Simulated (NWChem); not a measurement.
Program: NWChem. System: BrClSi, charge 1, spin multiplicity 2, at the geometry of a parent with another charge or spin, in a state set for the comparison that need not be this species' ground state. Its SCF solution wasn't tested for a lower state. Level: UB3LYP/6-31G* (spherical d), VWN1-RPA local correlation.

NWChem printed:

```
             Northwest Computational Chemistry Package (NWChem) 7.3.0
             --------------------------------------------------------

                                NWChem Input Module
                                -------------------

 Scaling coordinates for geometry "geometry" by  1.889725989
 (inverse scale =  0.529177249)

 Turning off AUTOSYM since
 SYMMETRY directive was detected!

                             Geometry "geometry" -> ""
                             -------------------------

 Output coordinates in angstroms (scale by  1.889725989 to convert to a.u.)

  No.       Tag          Charge          X              Y              Z
 ---- ---------------- ---------- -------------- -------------- --------------
    1 Si                  14.0000    -1.09983500    -0.51536500     0.00000000
    2 Cl                  17.0000     0.21796600    -2.16401000     0.00000000
    3 Br                  35.0000     0.33406500     1.25723700     0.00000000

 Effective nuclear repulsion energy (a.u.)     265.3792174012

            Nuclear Dipole moment (a.u.)
            ----------------------------
        X                 Y               Z
 ---------------- ---------------- ----------------
     0.0000132281     0.0000283459     0.0000000000

      Symmetry information
      --------------------

 Group name             Cs
 Group number              2
 Group order               2
 No. of unique centers     3

      Symmetry unique atoms

     1    2    3


 Summary of "ao basis" -> "" (spherical)
 ------------------------------------------------------------------------------
       Tag                 Description            Shells   Functions and Types
 ---------------- ------------------------------  ------  ---------------------
 *                           6-31g*                   on all atoms

                                 NWChem DFT Module
                                 -----------------

 Summary of "ao basis" -> "ao basis" (spherical)
 ------------------------------------------------------------------------------
       Tag                 Description            Shells   Functions and Types
 ---------------- ------------------------------  ------  ---------------------
 Si                          6-31g*                  8       18   4s3p1d
 Cl                          6-31g*                  8       18   4s3p1d
 Br                          6-31g*                 12       32   5s4p3d

 Summary of "ao basis" -> "ao basis" (spherical)
 ------------------------------------------------------------------------------
       Tag                 Description            Shells   Functions and Types
 ---------------- ------------------------------  ------  ---------------------
 Si                          6-31g*                  8       18   4s3p1d
 Cl                          6-31g*                  8       18   4s3p1d
 Br                          6-31g*                 12       32   5s4p3d

      Symmetry analysis of basis
      --------------------------

        a'         48
        a"         20

            General Information
            -------------------
          SCF calculation type: DFT
          Wavefunction type:  spin polarized.
          No. of atoms     :     3
          No. of electrons :    65
           Alpha electrons :    33
            Beta electrons :    32
          Charge           :     1
          Spin multiplicity:     2
          Use of symmetry is: on ; symmetry adaption is: on
          Maximum number of iterations: 100
          AO basis - number of functions:    68
                     number of shells:    28
          Convergence on energy requested:  1.00D-06
          Convergence on density requested:  1.00D-05
          Convergence on gradient requested:  5.00D-04

              XC Information
              --------------
                         B3LYP Method XC Potential
                     Hartree-Fock (Exact) Exchange  0.200
                        Slater Exchange Functional  0.800 local
                    Becke 1988 Exchange Functional  0.720 non-local
              Lee-Yang-Parr Correlation Functional  0.810
                  VWN I RPA Correlation Functional  0.190 local
[...]
 Vector   36  Occ=0.000000D+00  E=-2.448402D-01  Symmetry=a'
              MO Center= -7.2D-01, -6.0D-01, -5.5D-16, r^2= 3.9D+00
   Bfn.  Coefficient  Atom+Function         Bfn.  Coefficient  Atom+Function
  ----- ------------  ---------------      ----- ------------  ---------------
    11      0.686798  1 Si px                28     -0.628771  2 Cl s
    10      0.618130  1 Si s                  7      0.560998  1 Si px
    30     -0.439437  2 Cl py                12     -0.392815  1 Si py
     6      0.353483  1 Si s                 26     -0.329653  2 Cl py
    52      0.314014  3 Br py                 8     -0.304125  1 Si py

                     DFT Final Beta Molecular Orbital Analysis
                     -----------------------------------------

 Vector   30  Occ=1.000000D+00  E=-5.801062D-01  Symmetry=a'
              MO Center= -7.5D-02, -1.2D+00, -9.9D-15, r^2= 3.3D+00
   Bfn.  Coefficient  Atom+Function         Bfn.  Coefficient  Atom+Function
  ----- ------------  ---------------      ----- ------------  ---------------
    26      0.464216  2 Cl py                25      0.355444  2 Cl px
    48     -0.240906  3 Br py                47      0.222514  3 Br px
     7      0.218787  1 Si px                30      0.217527  2 Cl py
     6     -0.191894  1 Si s                 29      0.182658  2 Cl px
    22     -0.180302  2 Cl py                21     -0.138686  2 Cl px

 Vector   31  Occ=1.000000D+00  E=-5.414518D-01  Symmetry=a"
              MO Center=  2.5D-01,  5.7D-01,  4.6D-15, r^2= 3.1D+00
   Bfn.  Coefficient  Atom+Function         Bfn.  Coefficient  Atom+Function
  ----- ------------  ---------------      ----- ------------  ---------------
    49      0.721425  3 Br pz                27     -0.331179  2 Cl pz
    45     -0.319788  3 Br pz                53      0.275235  3 Br pz
    31     -0.174182  2 Cl pz                23      0.127866  2 Cl pz
    41      0.095824  3 Br pz                 9      0.091784  1 Si pz
    15      0.051735  1 Si d -1               5     -0.032965  1 Si pz

 Vector   32  Occ=1.000000D+00  E=-5.279047D-01  Symmetry=a'
              MO Center=  2.0D-01,  2.6D-01, -2.2D-16, r^2= 3.8D+00
   Bfn.  Coefficient  Atom+Function         Bfn.  Coefficient  Atom+Function
  ----- ------------  ---------------      ----- ------------  ---------------
    48      0.572063  3 Br py                47     -0.393961  3 Br px
    26      0.314074  2 Cl py                25      0.281544  2 Cl px
    44     -0.250443  3 Br py                52      0.211303  3 Br py
    43      0.175383  3 Br px                30      0.151610  2 Cl py
    51     -0.139877  3 Br px                29      0.131860  2 Cl px

 Vector   33  Occ=0.000000D+00  E=-4.509332D-01  Symmetry=a'
              MO Center= -6.4D-01, -2.7D-01, -5.0D-16, r^2= 4.0D+00
   Bfn.  Coefficient  Atom+Function         Bfn.  Coefficient  Atom+Function
  ----- ------------  ---------------      ----- ------------  ---------------
    47      0.485044  3 Br px                 6      0.402360  1 Si s
    10      0.398754  1 Si s                 25      0.349167  2 Cl px
     7     -0.339475  1 Si px                51      0.215846  3 Br px
    43     -0.212971  3 Br px                29      0.199324  2 Cl px
     2     -0.169022  1 Si s                 21     -0.133526  2 Cl px

 Vector   34  Occ=0.000000D+00  E=-3.439991D-01  Symmetry=a"
              MO Center= -8.9D-01, -4.8D-01,  9.4D-14, r^2= 3.0D+00
   Bfn.  Coefficient  Atom+Function         Bfn.  Coefficient  Atom+Function
  ----- ------------  ---------------      ----- ------------  ---------------
     9      0.700934  1 Si pz                13      0.415273  1 Si pz
    49     -0.282672  3 Br pz                27     -0.256954  2 Cl pz
     5     -0.236807  1 Si pz                31     -0.191387  2 Cl pz
    53     -0.168960  3 Br pz                45      0.120861  3 Br pz
    23      0.096543  2 Cl pz                41     -0.036045  3 Br pz

 Vector   35  Occ=0.000000D+00  E=-2.415277D-01  Symmetry=a'
              MO Center= -8.4D-01, -2.3D-01,  7.2D-16, r^2= 4.2D+00
   Bfn.  Coefficient  Atom+Function         Bfn.  Coefficient  Atom+Function
  ----- ------------  ---------------      ----- ------------  ---------------
    12      0.695921  1 Si py                50     -0.554637  3 Br s
     8      0.543274  1 Si py                11      0.451986  1 Si px
    52      0.423734  3 Br py                51      0.384148  3 Br px
    10      0.378307  1 Si s                  7      0.372867  1 Si px
    47      0.321099  3 Br px                48      0.305457  3 Br py

   alpha - beta orbital overlaps
   -----------------------------

   alpha      1      2      3      4      5      6      7      8      9     10
    beta      1      2      3      4      5      6      7      8      9     10
 overlap   1.000  1.000  1.000  1.000  0.980  1.000  0.980  1.000  1.000  0.977

   alpha     11     12     13     14     15     16     17     18     19     20
    beta     11     12     13     14     15     16     17     19     18     20
 overlap   1.000  0.977  0.994  1.000  0.994  1.000  1.000  0.984  0.984  0.991

   alpha     21     22     23     24     25     26     27     28     29     30
    beta     21     22     23     24     25     26     27     28     30     29
 overlap   0.997  0.988  0.997  0.996  1.000  1.000  0.994  0.995  0.979  1.000

   alpha     31     32     33     34     35     36     37     38     39     40
    beta     31     33     32     34     35     36     37     38     39     40
 overlap   1.000  0.804  0.819  0.999  0.989  0.989  0.998  0.991  0.987  0.999

   alpha     41     42     43     44     45     46     47     48     49     50
    beta     41     42     43     44     45     46     47     48     49     50
 overlap   0.997  0.991  0.997  0.984  0.975  0.985  0.970  0.976  0.995  0.993

   alpha     51     52     53     54     55     56     57     58     59     60
    beta     51     52     53     54     55     56     57     58     59     60
 overlap   0.993  0.993  0.998  0.990  0.982  0.990  0.999  0.996  0.997  0.996

   alpha     61     62     63     64     65     66     67     68
    beta     61     62     63     64     65     66     67     68
 overlap   0.997  1.000  1.000  0.989  0.991  0.989  0.990  1.000

     --------------------------
     Expectation value of S2:
     --------------------------
      <S2> =      0.7564 (Exact =     0.7500)

 center of mass
 --------------
 x =   0.04694900 y =   0.13733839 z =   0.00000000

 moments of inertia (a.u.)
 ------------------
        1059.723093717575        -116.668617610587           0.000000000000
        -116.668617610587         158.318588943153           0.000000000000
           0.000000000000           0.000000000000        1218.041682660728

     Multipole analysis of the density
     ---------------------------------

     L   x y z        total         alpha         beta         nuclear
     -   - - -        -----         -----         ----         -------
     0   0 0 0      1.000000    -33.000000    -32.000000     66.000000

     1   1 0 0     -1.349228     -0.008738     -1.340504      0.000013
     1   0 1 0     -0.550478     -0.001194     -0.549312      0.000028
     1   0 0 1      0.000000      0.000000      0.000000      0.000000

     2   2 0 0    -23.803268    -54.583066    -46.528581     77.308379
     2   1 1 0      2.350213    -25.944294    -23.903101     52.197608
     2   1 0 1     -0.000000      0.000000     -0.000000      0.000000
     2   0 2 0    -24.419538   -263.144168   -256.406842    495.131472
     2   0 1 1     -0.000000     -0.000000     -0.000000      0.000000
     2   0 0 2    -28.480283    -14.810842    -13.669441      0.000000

 Task  times  cpu:        5.0s     wall:        5.0s

 Total times  cpu:        5.0s     wall:        5.0s
```

Problem. Write an NWChem input that would produce this output.

Solution. Several could match; the one computed here: 
```
start mol
memory heap 200 mb stack 900 mb global 1100 mb
charge 1
geometry units angstroms nocenter noautoz
  Si    -1.099835    -0.515365     0.000000
  Cl     0.217966    -2.164010     0.000000
  Br     0.334065     1.257237     0.000000
  symmetry group Cs
end
basis spherical
  * library 6-31g*
end
dft
  xc b3lyp
  odft
  mult 2
  semidirect memsize 60000000 filesize 0
  iterations 100
end
task dft energy
```
